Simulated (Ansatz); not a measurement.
Geometry optimisation, RKS PBE-D4/def2-SVP (Ansatz 0.2.0).

The input (input.yaml):

```yaml
crystal:
  periodic: [false, false, false]
  atoms:
    - { symbol: Al, position_ang: [0.0, 0.0, 0.0] }
    - { symbol: H, position_ang: [0.0, 0.0, 1.91] }
    - { symbol: O, position_ang: [1.5415, 0.0, -0.89] }
    - { symbol: H, position_ang: [1.8414, -0.9519, -1.0449] }
    - { symbol: F, position_ang: [-1.4635, 0.0, -0.845] }
    - { symbol: Cl, position_ang: [0.1134, 2.3983, 0.7978] }
    - { symbol: H, position_ang: [0.0464, 0.9821, 1.9502] }
basis:
  gaussian: { orbitals: def2-SVP }
hamiltonian:
  xc: pbe
  dispersion: d4
relax:
  f_tol: 0.15
  max_steps: 25
  restrain:
    - { distance: [0, 5], at: 3.43, k: 30.0 }
    - { distance: [6, 1], at: 1.86, k: 30.0 }
    - { distance: [0, 1], at: 1.56, k: 30.0 }
    - { distance: [6, 5], at: 1.37, k: 30.0 }
output:
  orbitals: {}
```

Run as:

```bash
$ ansatz run input.yaml --threads 1 --pin off --max-ram 2048MiB --backend cpu --events-out ev --progress --plain --runs-dir out
```

Question: Where does it end, and by what steps?

Answer: The run converged. The restraints hold the end off the free minimum. After 11 steps the energy has fallen by 0.610 eV (the restraints' own energy left out); Cl6 moved furthest, 0.72 Å. Parted: Al1–Cl6 (2.53 → 3.42 Å). Joined: Cl6–H7 (1.83 → 1.34 Å).

```json
{"step": "0", "energy less start (eV)": "0.0000", "largest force component (eV/Å)": "3.238", "accepted": "yes"}
{"step": "1", "energy less start (eV)": "0.2831", "largest force component (eV/Å)": "2.373", "accepted": "yes"}
{"step": "2", "energy less start (eV)": "0.0666", "largest force component (eV/Å)": "2.246", "accepted": "yes"}
{"step": "3", "energy less start (eV)": "-0.1268", "largest force component (eV/Å)": "2.106", "accepted": "yes"}
{"step": "4", "energy less start (eV)": "-0.3143", "largest force component (eV/Å)": "1.343", "accepted": "yes"}
{"step": "5", "energy less start (eV)": "-0.4064", "largest force component (eV/Å)": "1.296", "accepted": "yes"}
{"step": "6", "energy less start (eV)": "-0.4981", "largest force component (eV/Å)": "1.031", "accepted": "yes"}
{"step": "7", "energy less start (eV)": "-0.5839", "largest force component (eV/Å)": "0.919", "accepted": "yes"}
{"step": "8", "energy less start (eV)": "-0.2665", "largest force component (eV/Å)": "4.227", "accepted": "no"}
{"step": "9", "energy less start (eV)": "-0.6035", "largest force component (eV/Å)": "0.939", "accepted": "yes"}
{"step": "10", "energy less start (eV)": "-0.6024", "largest force component (eV/Å)": "0.986", "accepted": "no"}
{"step": "11", "energy less start (eV)": "-0.6101", "largest force component (eV/Å)": "0.928", "accepted": "yes"}
```

```xyz
7
Properties=species:S:1:pos:R:3
Al 0.043 -0.301 0.057
H -0.088 -0.180 1.615
O 1.581 -0.632 -0.589
H 1.792 -0.756 -1.529
F -1.339 -0.240 -0.893
Cl 0.112 2.877 1.331
H -0.022 1.661 1.887
```

Time of the run: 33 s on 1 thread of Intel(R) Xeon(R) Platinum 8175M CPU @ 2.50GHz (Skylake/Cascade Lake) (shared host), peak memory 0.16 GiB.
